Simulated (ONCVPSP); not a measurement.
## How hard is this Te ONCV potential?

- Element: tellurium
- Generator: ONCVPSP 4.0.1
- Type: optimised norm-conserving Vanderbilt (ONCV)
- Functional: PBE
- Relativity: scalar-relativistic
- Frozen core: [Kr]
- Valence charge: 16
- Reference configuration: 4d10 5s2 5p3 (charge +1)
- Partial waves: 5s: rc 1.85 bohr, ncon 4, nbas 8, qcut 3.2 1/bohr, 1 projector; 5p: rc 2.20 bohr, ncon 3, nbas 6, qcut 4.4 1/bohr, 1 projector; 4d: rc 1.45 bohr, ncon 4, nbas 8, qcut 10.6 1/bohr, 2 projectors, debl 0.5 Ha
- Local potential: polynomial inside 1.45 bohr (lpopt 5, dvloc0 6 Ha)
- Core correction: polynomial model core, fcfact 0.65

In the d channel the program set the typed energies aside and used -1.862, 0.250 Ha.

For each optimised wave give the share of its norm inside rc, the residual kinetic energy above qcut (Ha) and the cutoffs (Ha) for errors of 10, 1, 0.1 and 0.01 mHa per electron.

| wave | norm inside rc | residual KE | 10 mHa | 1 mHa | 0.1 mHa | 0.01 mHa |
| --- | --- | --- | --- | --- | --- | --- |
| 5s | 0.428 | 1.1e-02 | 5.3 | 26.2 | 48.4 | 56.0 |
| 5p | 0.416 | 5.5e-05 | 3.7 | 7.0 | 9.2 | 21.9 |
| 4d | 0.890 | 2.1e-06 | 35.4 | 42.6 | 48.4 | 52.9 |
| d projector 2 | 0.070 | 1.4e-06 | 30.4 | 39.4 | 46.6 | 52.0 |

The occupied waves need 43 Ha and 48 Ha for 1 and 0.1 mHa. Note: no bound ghost flagged; GHOST(+) flagged for s at 16.3 eV.
